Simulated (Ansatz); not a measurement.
`[CH2]1[SiH2][SiH2][Se][CH2][Zn]1`. Total charge 0; spin multiplicity 1. The geometry is a stationary point of PBE0-D4/def2-TZVP.

```xyz
14

C    -1.041    1.710   -0.027
Si    0.421    1.276   -1.110
Si    1.616   -0.612   -0.283
Se    0.808   -1.516    1.671
C    -1.102   -1.861    1.218
Zn   -1.491   -0.049    0.661
H    -1.819    2.223   -0.593
H    -0.735    2.339    0.813
H    -0.061    0.887   -2.467
H     1.415    2.376   -1.293
H     1.688   -1.665   -1.336
H     3.009   -0.253    0.098
H    -1.161   -2.666    0.489
H    -1.546   -2.189    2.157
```

**Question.** What is the dipole moment at B3LYP/def2-TZVPP? (An estimate is asked.)

**Answer.** The calculation gave: 2.19 D, with components (-2.12, 0.52, -0.02) D in this frame, pointing from negative to positive charge.

**Question.** And with PBE, r2SCAN, ωB97M-V? (Estimate.)

**Answer.** Computed: PBE 2.02 D, r2SCAN 2.17 D, ωB97M-V 2.34 D.

**Question.** Give the Mulliken charges with B3LYP, ωB97M-V, PBE in def2-TZVPP. (Best estimate.)

**Answer.** The calculation gave: 
```tsv
atom	B3LYP	ωB97M-V	PBE
C1	-0.34	-0.46	-0.28
Si2	0.20	0.12	0.13
Si3	0.15	0.06	0.10
Se4	-0.11	-0.10	-0.09
C5	-0.35	-0.44	-0.30
Zn6	0.28	0.35	0.20
H7	0.09	0.12	0.10
H8	0.11	0.14	0.12
H9	-0.07	-0.02	-0.05
H10	-0.07	-0.03	-0.06
H11	-0.06	-0.02	-0.05
H12	-0.06	-0.01	-0.04
H13	0.12	0.15	0.12
H14	0.12	0.14	0.12
```

B3LYP here is the variant with VWN-RPA as its local correlation; programs differ in this.
